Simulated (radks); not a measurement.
Q: Ga I, configuration [Ar] 3d9 4s2 4p2 (not the ground configuration). Calculated with a radial shooting solver on a logarithmic mesh with Libxc functionals: scalar-relativistic Kohn-Sham, BLYP, spin-polarised, spherical densities, finite nucleus; open shells are filled with parallel spins first; Fermi nuclear charge, rms radius 3.9973 fm. Some entries of the table are withheld. Estimate them.

| orbital | occ. | eigenvalue (Ry) | <r> (bohr) | <r^2> (bohr^2) |
|---|---|---|---|---|
| 1s up | 1 | -752.8252 | 0.04860 | 0.003178 |
| 1s down | 1 | -752.8205 | 0.04860 | 0.003178 |
| 2s up | 1 | -93.63338 | 0.2179 | 0.05601 |
| 2s down | 1 | -93.57670 | 0.2178 | 0.05597 |
| 2p up | 3 | -81.62376 | 0.1908 | 0.04461 |
| 2p down | 3 | -81.57867 | 0.1907 | 0.04457 |
| 3s up | 1 | -11.61555 | 0.6475 | 0.4836 |
| 3s down | 1 | -11.51236 | 0.6481 | 0.4846 |
| 3p up | 3 | (1) | (2) | 0.5313 |
| 3p down | 3 | (3) | (4) | 0.5328 |
| 3d up | 5 | -2.08342 | 0.7654 | 0.7512 |
| 3d down | 4 | -1.98198 | 0.7677 | 0.7556 |
| 4s up | 1 | -0.85949 | 2.162 | 5.398 |
| 4s down | 1 | -0.76311 | 2.176 | 5.496 |
| 4p up | 2 | (5) | 2.899 | 9.989 |
| 4p down | 0 | (6) | 3.077 | 11.47 |

A: 
(1) 3p up eigenvalue (Ry): -7.98573
(2) 3p up <r> (bohr): 0.6718
(3) 3p down eigenvalue (Ry): -7.88397
(4) 3p down <r> (bohr): 0.6727
(5) 4p up eigenvalue (Ry): -0.30498
(6) 4p down eigenvalue (Ry): -0.22033
